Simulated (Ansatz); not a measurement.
`C[CH2][Sn][NH2]` + HCl → `[NH2][Sn][Cl]` + ethane  (ligand exchange at the Sn–C bond)

Calculated with Ansatz (gas phase, PBE0-D4/def2-TZVP geometries, no zero-point term in ΔE). CCSD(T)/CBS adds triple-zeta CCSD(T) − MP2 to the extrapolated MP2 energy (def2 sets, frozen cores). This one scheme is used for every species. Functionals use def2-TZVPP. def2 core potentials past Kr. For Sn outer-core shells are correlated without core-valence functions, which leaves a few kJ/mol of doubt a bond. Each species was taken in one conformer, which may not be the lowest.

CCSD(T)/CBS gives -1.83 eV.

(1) Another level gave -1.93 eV. Which?
A. ωB97M-V/def2-TZVPP
B. PBE0/def2-TZVPP
C. CCSD(T)/def2-TZVPP
D. HF/def2-TZVPP

Largest T1 diagnostic among the species: 0.016.

## Answers

(1) B. PBE0 -1.93, ωB97M-V -1.89, CCSD(T)/def2-TZVPP -1.75, HF/def2-TZVPP -2.12 eV.

In def2-TZVPP, CCSD(T) changes the Hartree–Fock value by +0.37 eV (the triples alone add +0.04 eV) and MP2 by +0.33 eV. The D4 term adds +0.08 eV with B3LYP and +0.04 eV with PBE0; it sums over pairs of atoms, weighted by their polarisabilities, and B3LYP, whose exchange is more repulsive, gets the larger term. From BLYP to BHLYP (50 % exact exchange), in def2-TZVPP and without D4, ΔE moves by −0.04 eV.

B3LYP here is the variant with VWN-RPA as its local correlation; programs differ in this.
